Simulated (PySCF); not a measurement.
**Be²⁺: ionisation energy**

Be²⁺ 1s2 (1S) → Be³⁺ 1s1 (2S), as a difference of total energies. Calculation: PySCF 2.14, in Sapporo-DZP-2012; the spin-free X2C one-electron Hamiltonian (Gaussian nucleus). Correlated levels: valence: nothing frozen. The calculations carry no spin-orbit coupling.

```json
{"method": "UHF", "ionisation energy (eV)": "152.70"}
{"method": "MN15", "ionisation energy (eV)": "154.28"}
{"method": "MP2 (valence)", "ionisation energy (eV)": "153.50"}
{"method": "SCS-MP2 (valence)", "ionisation energy (eV)": "153.65"}
```

Question: Estimate what CCSD (valence) gives.

Answer: 153.60 eV, closest to SCS-MP2 (valence) among the rows shown.

Question: Estimate what M06-L gives.

Answer: 154.33 eV, closest to MN15 among the rows shown.

Errors of the correlated levels include the incompleteness of this basis.

With two correlated electrons CCSD is exact in that space.

For comparison: 153.90 eV (theoretical estimate listed by NIST; NIST Atomic Spectra Database, ionization energies).
